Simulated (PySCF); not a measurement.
Compound: C6H11O (charge +1).
Numbering: `[CH2:1]=[CH:2][CH+:3][CH2:4][O:5][CH2:6][CH3:7]` (hydrogens: H8, H9 on C1; H10 on C2; H11 on C3; H12, H13 on C4; H14, H15 on C6; H16, H17, H18 on C7)

Cartesian coordinates in Å at the GFN2-xTB level; atoms count from 1:
```
atom  x, y, z in Å
C1    -1.9407    1.3240    0.3009
C2    -2.5389    0.1287    0.0343
C3    -1.8669   -1.0033   -0.4325
C4    -0.4551   -1.1687   -0.7267
O5     0.3701   -0.0973   -0.5048
C6     1.7553   -0.2733   -0.8210
C7     2.5221    0.9001   -0.2392
H8    -2.5234    2.1606    0.6562
H9    -0.8798    1.4686    0.1658
H10   -3.6069    0.0284    0.1857
H11   -2.4580   -1.8954   -0.6077
H12   -0.4012   -1.5277   -1.7808
H13   -0.1220   -2.0736   -0.1676
H14    2.1160   -1.2181   -0.3979
H15    1.8746   -0.3071   -1.9112
H16    2.4004    0.9360    0.8399
H17    2.1684    1.8346   -0.6657
H18    3.5771    0.7899   -0.4689
```

Computed with PySCF 2.14.0, density-fitted response routines, TDDFT PBE0/def2-SVPD, vertical, gas phase, core orbitals frozen in the response.

Transition dipole moments from the ground state, in atomic units and in the frame of the coordinates above (overall signs are arbitrary), for the states with f of 0.002 or more among the lowest 6:

```
state  E (eV)      μx      μy      μz
   S1   2.593   0.798  -0.283  -0.224
   S3   4.172  -0.451   0.324   0.149
   S4   4.612   0.131  -0.175  -0.087
   S6   5.398  -0.347   1.305   0.465
```

Problem. Work out the oscillator strengths.

Solution. f = (2/3) ΔE |μ|² with ΔE in hartree (27.2114 eV).

```tsv
state	|μ|² (au)	|μ| (D)	f
S1	0.768	2.23	0.049
S3	0.331	1.46	0.034
S4	0.055	0.60	0.006
S6	2.039	3.63	0.270
```

Problem. Which bond between heavy atoms lies closest to the direction of the S6 transition dipole?

Solution. C2–C3, at 15° from it; next C1–C2 at 41°.

Problem. What angle do the transition dipoles of S1 and S6 make?

Solution. |cos θ| = |μa·μb| / (|μa| |μb|) = 0.60, so θ ≈ 53° (taken between 0 and 90°, since the signs are arbitrary).

Problem. How is the summed strength of these states shared among x, y and z?

Solution. (2/3) Σ ΔE μα² gives 0.079 for x, 0.244 for y and 0.035 for z, 0.359 in all.

Problem. What peak molar absorption coefficient would the strongest computed level give as a lone Gaussian band 0.4 eV wide at half height?

Solution. ε(max) = 2.175×10⁸ f / FWHM, with the width in cm⁻¹. S6: 2.175×10⁸ × 0.2697 / 3226 ≈ 18000 L mol⁻¹ cm⁻¹.

One conformer stands for the species.
